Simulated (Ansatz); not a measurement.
The cluster Al₇H, 8 atoms. Hardware: 4 threads of AMD EPYC 7B13 on a shared host.

Correlated methods freeze 35 core orbitals.

How many basis functions does each of these Ansatz runs have, and roughly what does it cost? HF/STO-3G, charge 0 singlet, energy; B3LYP-D4/def2-SVP, charge 0 singlet, relaxation, 48 steps; PBE-D4/def2-TZVP, charge 0 singlet, energy and forces, from earlier orbitals; PBE0-D4/def2-TZVP, charge 0 singlet, energy, from earlier orbitals; CCSD(T)/def2-TZVPP, charge 0 singlet, energy, from earlier orbitals; MP2/def2-TZVP, charge 0 singlet, energy, from earlier orbitals; r2SCAN-D4/def2-TZVP, charge 0 singlet, energy, from earlier orbitals; BLYP-D4/def2-TZVP, charge 0 singlet, energy, from earlier orbitals; LC-ωPBE/def2-TZVP, charge 0 singlet, energy, from earlier orbitals; PBE0-D4/def2-SVP, charge 0 singlet, energy, from earlier orbitals; BHLYP-D4/def2-TZVP, charge 0 singlet, energy, from earlier orbitals; PBE-D4/def2-SVP, charge 0 singlet, energy, from earlier orbitals.

Other jobs shared the machine, so times can vary by a factor of up to 3. A dash marks memory too small to be measured apart from the calling script's.

| run | functions | fitting or Cholesky vectors | wall time | peak host memory (GiB) |
| --- | --- | --- | --- | --- |
| HF/STO-3G, charge 0 singlet, energy | 64 | 672 | 0.5 s | – |
| PBE-D4/def2-SVP, charge 0 singlet, energy, from earlier orbitals | 131 | 1409 | 1.8 s | – |
| PBE0-D4/def2-SVP, charge 0 singlet, energy, from earlier orbitals | 131 | 1159 | 2.4 s | – |
| BLYP-D4/def2-TZVP, charge 0 singlet, energy, from earlier orbitals | 265 | 1857 | 3.7 s | – |
| PBE-D4/def2-TZVP, charge 0 singlet, energy and forces, from earlier orbitals | 265 | 1857 | 4.6 s | – |
| LC-ωPBE/def2-TZVP, charge 0 singlet, energy, from earlier orbitals | 265 | 1857 | 6.5 s | 0.85 |
| r2SCAN-D4/def2-TZVP, charge 0 singlet, energy, from earlier orbitals | 265 | 1857 | 8 s | 0.57 |
| MP2/def2-TZVP, charge 0 singlet, energy, from earlier orbitals | 265 | 1666 | 9 s | 0.94 |
| PBE0-D4/def2-TZVP, charge 0 singlet, energy, from earlier orbitals | 265 | 1997 | 9 s | 1.2 |
| BHLYP-D4/def2-TZVP, charge 0 singlet, energy, from earlier orbitals | 265 | 2088 | 10 s | 1.2 |
| B3LYP-D4/def2-SVP, charge 0 singlet, relaxation, 48 steps | 131 | 1266 | 98 s | – |
| CCSD(T)/def2-TZVPP, charge 0 singlet, energy, from earlier orbitals | 308 | 1896 | 9 min | 3.3 |
